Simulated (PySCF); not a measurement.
C5H6BN, SMILES C#CC1=CCB1N.

Geometry: PBE-D3(BJ)/def2-SVP. This is a generated structure with no PubChem entry under its InChIKey; it may be hypothetical. Other conformers were not sampled.

Level of theory: PBE-D3(BJ)/def2-SVP run with PySCF.

No scaling factor is applied to the harmonic values.

```csv
mode,ν (cm⁻¹),IR (km/mol),moving atoms (share of kinetic energy)
1,83,4.1,"C 43 %, H 39 %, B 9 %, N 9 %"
2,122,1.5,"C 52 %, N 27 %, H 20 %"
3,171,7.3,"C 72 %, H 23 %"
4,297,3.5,"C 51 %, H 28 %, N 13 %, B 8 %"
5,402,2.2,"C 37 %, H 36 %, B 26 %"
6,501,5.4,"C 61 %, N 16 %, H 14 %, B 9 %"
7,507,148.4,"H 77 %, N 21 %"
8,543,1.4,"H 55 %, C 40 %"
9,556,0.1,"C 69 %, B 13 %, H 13 %"
10,608,41.2,"H 77 %, C 22 %"
11,622,42.7,"H 71 %, C 27 %"
12,629,0.0,"H 66 %, C 24 %, B 9 %"
13,658,0.6,"C 60 %, N 21 %, H 14 %"
14,760,1.8,"H 52 %, C 30 %, B 10 %, N 8 %"
15,814,21.1,"H 65 %, C 23 %, B 12 %"
16,875,0.1,"H 58 %, C 30 %, B 12 %"
17,919,4.1,"H 57 %, C 39 %"
18,1034,43.4,"H 39 %, B 30 %, C 22 %, N 9 %"
19,1049,4.2,"H 77 %, C 22 %"
20,1113,16.1,"C 53 %, H 43 %"
21,1160,0.8,"C 73 %, H 13 %, B 11 %"
22,1219,26.8,"H 46 %, C 45 %, B 8 %"
23,1363,9.4,"H 86 %, C 10 %"
24,1420,67.0,"H 48 %, B 40 %, C 10 %"
25,1551,144.2,"H 40 %, C 28 %, N 18 %, B 14 %"
26,1588,89.2,"C 65 %, B 13 %, H 13 %, N 8 %"
27,2135,15.1,"C 92 %, H 8 %"
28,2963,34.2,H 95 %
29,3006,14.6,"H 91 %, C 9 %"
30,3047,27.9,"H 91 %, C 9 %"
31,3409,92.1,"H 86 %, C 14 %"
32,3510,35.3,H 96 %
33,3612,30.1,"H 91 %, N 9 %"
```
